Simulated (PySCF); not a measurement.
# C₆ coefficients of unlike pairs at wB97M-V

Calculated with PySCF 2.14 from the dipole response of each species, C₆(A,B) = (3/π) ∫ α_A(iu) α_B(iu) du, in atomic units, from isotropic polarisabilities. For ions this is the dispersion term alone; charge-induced terms of lower order in 1/R come first.

| species | configuration | basis | relativity | α (bohr³) | C₆ (like pair) |
| --- | --- | --- | --- | --- | --- |
| Ti+ | [Ar] 3d2 4s1 (4F) | aug-cc-pVTZ (8s7p5d3f2g) | none | 60.19 | 401.9 |
| Kr+ | [Ar] 3d10 4s2 4p5 (2P) | def2-QZVPPD (12s8p5d4f1g) | none | 10.97 | 67.57 |
| B+ | [He] 2s2 (1S) | aug-cc-pVTZ with one added diffuse shell each of s, p, d, f type (6s5p4d3f) | none | 10.68 | 28.29 |
| Co | [Ar] 3d7 4s2 (4F) | def2-TZVPPD (6s6p4d2f1g) | none | 56.61 | 464.5 |

(1) Estimate C₆ for B+ with Kr+.

No spin-orbit coupling is included.

The other pairs:

```json
{"pair": "Co, Kr+", "C₆": "148.4"}
{"pair": "Kr+, Ti+", "C₆": "132.2"}
{"pair": "Co, B+", "C₆": "111.4"}
{"pair": "Co, Ti+", "C₆": "429.3"}
{"pair": "B+, Ti+", "C₆": "100.7"}
```

Answers

(1) The integral gives 40.51. The combination rule 2 C_A C_B / (C_A α_B/α_A + C_B α_A/α_B) gives 40.30 and the geometric mean 43.72.
